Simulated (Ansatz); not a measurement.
SiMe(OiPr)3 (C10H24O3Si). Charge 0, multiplicity 1. Geometry PBE-D4/def2-SVP.

Cartesian coordinates in Å:
```
Si -0.4699 0.1748 -0.0075
C -2.2359 0.8037 0.0095
H -2.9342 0.0496 -0.4079
H -2.3347 1.7288 -0.5950
H -2.5654 1.0374 1.0428
O 0.5673 1.2657 0.7189
C 0.5626 1.6003 2.1152
C 0.9240 3.0762 2.2420
C 1.5252 0.6789 2.8622
H -0.4643 1.4509 2.5318
H 1.9354 3.2575 1.8236
H 0.9214 3.3976 3.3030
H 0.2028 3.7042 1.6822
H 1.2248 -0.3774 2.7220
H 2.5539 0.8041 2.4663
H 1.5357 0.9085 3.9474
O 0.0665 -0.0777 -1.5693
C 0.2481 0.9369 -2.5676
C -0.0327 0.3045 -3.9272
C 1.6562 1.5223 -2.4574
H -0.4915 1.7598 -2.4021
H 0.6800 -0.5256 -4.1135
H 0.0746 1.0483 -4.7424
H -1.0602 -0.1097 -3.9610
H 1.8154 1.9480 -1.4477
H 2.4109 0.7251 -2.6205
H 1.8164 2.3186 -3.2130
O -0.3321 -1.2693 0.8205
C -0.9741 -2.5043 0.4740
C -1.2403 -3.2666 1.7683
C -0.1002 -3.2813 -0.5117
H -1.9566 -2.2892 -0.0165
H -0.2819 -3.4855 2.2837
H -1.7571 -4.2265 1.5661
H -1.8701 -2.6648 2.4541
H 0.0817 -2.6771 -1.4218
H 0.8814 -3.5105 -0.0473
H -0.5831 -4.2363 -0.8044
```

Single mean-field runs in def2-TZVP are fitted with def2-universal-jkfit.

Question: Estimate the orbital energies around the gap (eV) in Ansatz with PBE-D4/def2-SVP, r2SCAN-D4/def2-TZVP, B97M-V/def2-TZVP, PBE0-D4/def2-SVP, PBE0-D4/def2-TZVP.

Answer: 
```csv
orbital,PBE-D4/def2-SVP,r2SCAN-D4/def2-TZVP,B97M-V/def2-TZVP,PBE0-D4/def2-SVP,PBE0-D4/def2-TZVP
HOMO−9,-8.37,-8.80,-8.94,-9.91,-9.96
HOMO−8,-8.28,-8.70,-8.83,-9.80,-9.84
HOMO−7,-8.27,-8.69,-8.83,-9.79,-9.83
HOMO−6,-8.06,-8.44,-8.56,-9.53,-9.54
HOMO−5,-6.95,-7.37,-7.55,-8.50,-8.56
HOMO−4,-6.94,-7.36,-7.53,-8.48,-8.54
HOMO−3,-6.76,-7.20,-7.37,-8.32,-8.40
HOMO−2,-6.30,-6.76,-6.92,-7.91,-7.98
HOMO−1,-6.27,-6.73,-6.90,-7.88,-7.96
HOMO,-6.22,-6.67,-6.84,-7.75,-7.83
LUMO,0.38,0.53,-0.01,1.23,0.72
LUMO+1,1.14,1.29,0.76,2.03,1.46
LUMO+2,1.17,1.33,0.78,2.06,1.48
LUMO+3,1.39,1.56,0.90,2.25,1.59
LUMO+4,1.77,1.99,1.44,2.70,2.14
LUMO+5,1.79,2.01,1.47,2.72,2.16
```
